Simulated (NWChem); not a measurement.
System: CH$_{5}$AlOS; SMILES C[S][AlH][OH]

```xyz
9

Al    -0.5650     1.0063     0.0028
H     -1.9014     1.8500     0.0036
O      0.9911     1.7054     0.0029
H      1.2043     2.6392    -0.0054
S     -0.6084    -1.1632     0.0033
C      1.1785    -1.5705     0.0011
H      1.8003    -0.6656     0.0024
H      1.4009    -2.1656    -0.8947
H      1.4020    -2.1690     0.8944
```
Atoms are numbered in this order, from 1.

All runs use the structure optimised with PBE0/def2-SVP.

 Unshifted, non-relativistic core excitations; the lowest 4 roots alone, so stronger bands may lie above.

Task: List the first O K-edge excitations from PBE0/6-311G** (spherical d), restricted-window TDA (NWChem).

Result: 
```csv
state,energy (eV),dipole oscillator strength,leading excitation (squared amplitude)
S1,519.8,0.0107,1s of atom 3 or its equivalents → LUMO (0.99)
S2,520.1,0.0040,1s of atom 3 or its equivalents → LUMO+1 (0.95)
S3,521.4,0.0067,1s of atom 3 or its equivalents → LUMO+2 (0.81)
S4,521.8,0.0079,1s of atom 3 or its equivalents → LUMO+3 (0.70)
```
